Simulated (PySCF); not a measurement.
# Bromine: a sound run and one with changed settings

Sound run: Br [Ar] 3d10 4s2 4p5, Br⁺ [Ar] 3d10 4s2 4p4. Computed with PySCF 2.14 in cc-pVDZ-PP with ECP10MDF, with scalar relativity through the core potential. The sound run starts from symmetry-adapted Hartree-Fock orbitals and uses a fine grid where one is needed.

Changed run: 26 angular points. This setting is unsound on purpose.

```json
{"species": "Br", "method": "UHF", "sound run (hartree)": "-415.47367", "changed run (hartree)": "-415.47367", "converged": "yes"}
{"species": "Br", "method": "r2SCAN", "sound run (hartree)": "-416.66933", "changed run (hartree)": "-416.66989", "converged": "yes"}
{"species": "Br", "method": "TPSS", "sound run (hartree)": "-416.70763", "changed run (hartree)": "-416.70773", "converged": "yes"}
{"species": "Br⁺", "method": "UHF", "sound run (hartree)": "-415.07864", "changed run (hartree)": "-415.07864", "converged": "yes"}
{"species": "Br⁺", "method": "r2SCAN", "sound run (hartree)": "-416.23385", "changed run (hartree)": "-416.23538", "converged": "yes"}
{"species": "Br⁺", "method": "TPSS", "sound run (hartree)": "-416.27511", "changed run (hartree)": "-416.27528", "converged": "yes"}
```

Ionisation energy of Br:

```json
{"method": "UHF", "sound run (eV)": "10.750", "changed run (eV)": "10.750"}
{"method": "r2SCAN", "sound run (eV)": "11.850", "changed run (eV)": "11.824"}
{"method": "TPSS", "sound run (eV)": "11.770", "changed run (eV)": "11.768"}
```

A coarse angular grid integrates products of high-l functions wrongly, so density functionals can shift, and the SCF can exploit the error; Hartree-Fock and MP2 need no grid.

For comparison, NIST gives 11.814 eV between the lowest levels.
